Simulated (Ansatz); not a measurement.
Species: ZrF (charge 0, quartet). The spin state was set by rule; other spins were not relaxed. 
Structure (B3LYP-D3(BJ)/def2-TZVP (Ansatz, a quantum-chemistry and plane-wave program) minimum search):
SMILES: [F][Zr]
```xyz
2

Zr     0.0000     0.0000    -0.3501
F      0.0000     0.0000     1.5561
```
Charge 0, spin multiplicity 4.

Property: atomisation energy (electronic, to ground-state atoms), in kcal/mol. Valence correlation only, unless marked. UHF or UKS for open shells. Spin-orbit coupling is left out. The frozen core is the preceding noble-gas configuration, with the filled d and f shells of earlier blocks. Past Kr the def2 sets carry scalar-relativistic core potentials. The coupled-cluster limit lacks core correlation, which all-electron functionals hold. CBS marks a two-point X^-3 extrapolation of the correlation energy; Hartree-Fock from the larger set.

```tsv
level	program	atomisation energy (kcal/mol)
PBE-D4/def2-TZVPD	Ansatz + dftd4	?
BLYP/def2-TZVPD	Ansatz	147.3
revPBE-D4/def2-TZVPD	Ansatz + dftd4	151.7
BHLYP-D3(BJ)/def2-TZVPD	Ansatz + dftd3	131.4
BHLYP/def2-TZVPD	Ansatz	130.7
LC-wPBE/def2-TZVPD	Ansatz	154.4
wB97X-V/def2-TZVPD	Ansatz	143.9
B2GP-PLYP-D4/def2-TZVPD	Ansatz + dftd4	?
PBE-QIDH/def2-TZVPD	Ansatz	144.1
SCS-MP2/def2-QZVPP	Ansatz	139.6
CCSD(T)/CBS(def2-TZVPPD,def2-QZVPPD)	Ansatz	140.6
```

**Question.** Complete the blanks.

**Answer.** 
- PBE-D4/def2-TZVPD, atomisation energy (kcal/mol): 156.8
- B2GP-PLYP-D4/def2-TZVPD, atomisation energy (kcal/mol): 140.9
